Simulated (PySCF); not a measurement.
Si(H)2(OH)(SMe) (CH₆OSSi), SMILES [SiH2](SC)O. Atoms are numbered in the order given.

```xyz
10

Si     0.9130    -0.2975    -0.5290
O      1.8375    -0.6727     0.8023
S     -0.7872     0.9437    -0.1642
C     -1.9721    -0.2810     0.4837
H      0.4066    -1.5535    -1.1672
H      1.7969     0.4892    -1.4230
H      1.4484    -1.2564     1.4595
H     -2.0458    -1.1562    -0.1780
H     -1.7069    -0.6034     1.5004
H     -2.9520     0.2130     0.5216
```
Charge 0, spin multiplicity 1.

The structure is a stationary point at PBE0-D3(BJ)/def2-SVP. The values are those of a single conformer.

Two levels are set side by side: PBE/pcSseg-1 (PySCF) and KT2/pcSseg-1 (PySCF). GIAO shifts against H2O (¹⁷O), H2S (³³S), TMS (²⁹Si), TMS (¹H), TMS (¹³C) at the same level; non-relativistic, no solvent, atoms listed together averaged. Differences are taken from unrounded values.

| quantity | KT2 | PBE | PBE minus KT2 |
|---|---|---|---|
| δ(²⁹Si) of Si1 (ppm) | -0.6 | -1.3 | -0.7 |
| δ(¹⁷O) of O2 (ppm) | 54.9 | 57.8 | 2.8 |
| δ(³³S) of S3 (ppm) | 124.3 | 126.0 | 1.7 |
| δ(¹³C) of C4 (ppm) | 18.1 | 18.5 | 0.4 |
| δ(¹H) of H7 (ppm) | 1.65 | 1.68 | 0.03 |

Rough cost on one machine, each run with all the roots and properties that it gave: KT2 against PBE within a factor of 2.
